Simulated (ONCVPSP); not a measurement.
## An all-electron radial function and its pseudo partner (hydrogen (H))

Columns: radius, all-electron u(r) and pseudo u(r) of the 1s shell (level -6.49 eV) of hydrogen in the configuration 1s1; PBE, scalar-relativistic, ONCV scheme, ONCVPSP 4.0.1.

```json
{"r (bohr)": "0.042", "all-electron": "0.0773", "pseudo": "0.0647"}
{"r (bohr)": "0.085", "all-electron": "0.1497", "pseudo": "0.1299"}
{"r (bohr)": "0.128", "all-electron": "0.2158", "pseudo": "0.1931"}
{"r (bohr)": "0.170", "all-electron": "0.2746", "pseudo": "0.2525"}
{"r (bohr)": "0.212", "all-electron": "0.3281", "pseudo": "0.3092"}
{"r (bohr)": "0.255", "all-electron": "0.3777", "pseudo": "0.3636"}
{"r (bohr)": "0.298", "all-electron": "0.4225", "pseudo": "0.4138"}
{"r (bohr)": "0.340", "all-electron": "0.4619", "pseudo": "0.4582"}
{"r (bohr)": "0.382", "all-electron": "0.4972", "pseudo": "0.4979"}
{"r (bohr)": "0.425", "all-electron": "0.5296", "pseudo": "0.5338"}
{"r (bohr)": "0.467", "all-electron": "0.5577", "pseudo": "0.5646"}
{"r (bohr)": "0.510", "all-electron": "0.5833", "pseudo": "0.5921"}
{"r (bohr)": "0.552", "all-electron": "0.6051", "pseudo": "0.6146"}
{"r (bohr)": "0.595", "all-electron": "0.6247", "pseudo": "0.6333"}
{"r (bohr)": "0.638", "all-electron": "0.6417", "pseudo": "0.6481"}
{"r (bohr)": "0.680", "all-electron": "0.6559", "pseudo": "0.6596"}
{"r (bohr)": "0.722", "all-electron": "0.6678", "pseudo": "0.6695"}
{"r (bohr)": "0.765", "all-electron": "0.6780", "pseudo": "0.6784"}
{"r (bohr)": "0.807", "all-electron": "0.6861", "pseudo": "0.6862"}
{"r (bohr)": "0.850", "all-electron": "0.6927", "pseudo": "0.6927"}
{"r (bohr)": "0.892", "all-electron": "0.6975", "pseudo": "0.6975"}
{"r (bohr)": "0.935", "all-electron": "0.7009", "pseudo": "0.7009"}
{"r (bohr)": "0.977", "all-electron": "0.7029", "pseudo": "0.7029"}
{"r (bohr)": "1.020", "all-electron": "0.7037", "pseudo": "0.7037"}
{"r (bohr)": "1.062", "all-electron": "0.7033", "pseudo": "0.7033"}
{"r (bohr)": "1.105", "all-electron": "0.7019", "pseudo": "0.7019"}
```

Question: How many radial nodes do the two functions have?

Answer: The all-electron 1s function has n − l − 1 = 0; the pseudo-wave has 0.

Question: At about which radius was the pseudo-wave matched?

Answer: 0.85 bohr. The columns agree to 0.0005 from 0.77 bohr on; several derivatives are matched, so the curves merge somewhat inside the radius.

Question: Is the pseudo-wave norm-conserving?

Answer: Yes: the ONCV scheme keeps the norm inside the radius equal to the all-electron one, which fixes the energy derivative of the logarithmic derivative at the level.
